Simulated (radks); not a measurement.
The numbers below are computed, except where a source is named.
Spin polarisation of the 4f11 shell in Ho+. Start: [Xe] 4f(up 5.5, down 5.5) 6s(up 0.5, down 0.5); electrons of 4f are moved from spin down to spin up, other shells keep equal spins. Level of theory: scalar-relativistic Kohn-Sham, r2SCAN, spin-polarised, spherical densities, finite nucleus; meta-GGA in the generalised Kohn-Sham scheme; Fermi nuclear charge, rms radius of each element as measured or else 0.836 A^(1/3) + 0.57 fm (a radial shooting solver on a logarithmic mesh with Libxc functionals).

| moment (Bohr magnetons) | E - E(0) (eV) | e(4f up) (eV) | e(4f down) (eV) | 6s down minus up (eV) | 5p down minus up (eV) | 5s down minus up (eV) |
|---|---|---|---|---|---|---|
| 0 | 0.000 | -9.517 | -9.517 | 0.000 | 0.000 | 0.000 |
| 0.75 | -0.142 | -9.886 | -9.130 | 0.038 | 0.257 | 0.391 |
| 1.5 | -0.568 | -10.238 | -8.726 | 0.076 | 0.514 | 0.783 |
| 2.25 | -1.277 | -10.571 | -8.304 | 0.114 | 0.772 | 1.175 |
| 3 | -2.269 | -10.886 | -7.865 | 0.153 | 1.031 | 1.568 |

At moment 3 the spin-polarisation energy is -2.269 eV and the 4f exchange splitting 3.021 eV, that is 1.007 eV per Bohr magneton; E = -I m^2/4 would give I = 1.008 eV.
